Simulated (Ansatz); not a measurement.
Reactions of `C[N](C)[Zr]([F])([F])[F]`.

Program: Ansatz. Geometries: PBE0-D4/def2-TZVP. ΔE: electronic, gas phase. CBS: MP2 limit from def2 TZ/QZ plus the TZ coupled-cluster correction, frozen cores. This one scheme is used for every species. Functionals use def2-TZVPP. def2 core potentials past Kr. For I, Sn, Zr outer-core shells are correlated without core-valence functions, which leaves a few kJ/mol of doubt a bond. One conformer a species, not always the lowest.

```json
{"reaction": "`C[N](C)[Zr]([F])([F])[F]` + `CC(C)(C)[NH][Sn]([Cl])([Cl])[Cl]` → `C[N](C)[Zr]([F])([F])[NH]C(C)(C)C` + `[F][Sn]([Cl])([Cl])[Cl]`", "ωB97M-V (kJ/mol)": "82"}
{"reaction": "`C[N](C)[Zr]([F])([F])[F]` + `CC(C)N` → `CC(C)[NH][Zr]([F])([F])[F]` + `CNC`", "ωB97M-V (kJ/mol)": "-4"}
{"reaction": "`C[N](C)[Zr]([F])([F])[F]` + HI → `[F][Zr]([F])([F])[I]` + `CNC`", "ωB97M-V (kJ/mol)": "-76"}
{"reaction": "`C[N](C)[Zr]([F])([F])[F]` + H–F → `[F][Zr]([F])([F])[F]` + `CNC`", "ωB97M-V (kJ/mol)": "-113"}
```

Give the CCSD(T)/CBS values in the same order. (Best estimate.)

The calculation gave: 80, -3, -74, -98 kJ/mol.

Largest T1 diagnostic: 0.018, for `[F][Zr]([F])([F])[F]`.
